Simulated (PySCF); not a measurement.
A calculated (PBE0, PySCF 2.14, ANO-RCC-VTZP, scalar relativity by spin-free X2C-1e) atom or ion has these occupied shells.

| shell | electrons | orbital energy (eV) | rms radius, mean of both spins (bohr) |
| --- | --- | --- | --- |
| 1s α | 1 | -8929.7 | 0.0601 |
| 1s β | 1 | -8929.6 | 0.0601 |
| 2s α | 1 | -1117.4 | 0.255 |
| 2s β | 1 | -1115.8 | 0.255 |
| 2p α | 3 | -968.38 | 0.228 |
| 2p β | 3 | -967.04 | 0.228 |
| 3s α | 1 | -158.16 | 0.758 |
| 3s β | 1 | -154.67 | 0.758 |
| 3p α | 3 | -113.81 | 0.800 |
| 3p β | 3 | -110.04 | 0.800 |
| 3d α | 5 | -42.307 | 0.977 |
| 3d β | 3 | -40.092 | 0.977 |
| 4p α | 1 | -19.417 | 2.90 |

Task: Name the element and its charge.

Result: Cu²⁺ (copper, charge +2), in [Ar] 3d8 4p1, one real determinant (an excited configuration).
